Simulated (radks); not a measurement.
Results of a calculation; reference values are marked as such.
Li, 3 electrons, occupied as [He] 2s1 (the NIST ground configuration). Code: a radial shooting solver on a logarithmic mesh with Libxc functionals. Model: non-relativistic Kohn-Sham, PBE, spin-polarised, spherical densities, point nucleus; open shells are filled with parallel spins first.

Normalised radial functions P(r) = r R(r), r in bohr:

```
   r/bohr * 1s down, o 2s up (the largest magnitude, 1.17, reaches the edge; | marks zero, & curves that meet)
  0.01852                             |o  *
   0.0255                             |o   *
  0.03512                             |o     *
  0.04798                             | o      *
  0.06607                             | o         *
  0.09099                             |  o           *
   0.1243                             |  o              *
   0.1712                             |   o                 *
   0.2358                             |   o                    *
   0.3221                             |   o                      *
   0.4435                             |   o                      *
   0.6108                             | o                    *
   0.8345                             o                 *
    1.149                          o  |          *
    1.583                      o      |     *
    2.162                  o          | *
    2.977                 o           *
      4.1                  o          *
    5.601                      o      *
    7.714                          o  *
    10.62                            o*
```

1s down: eigenvalue -51.511 eV, 0 radial nodes, <r> = 0.582 bohr, 90 % of the charge inside 1.06 bohr. 2s up: eigenvalue -3.228 eV, 1 radial node at r = 0.836 bohr, <r> = 3.79 bohr, 90 % of the charge inside 5.94 bohr.
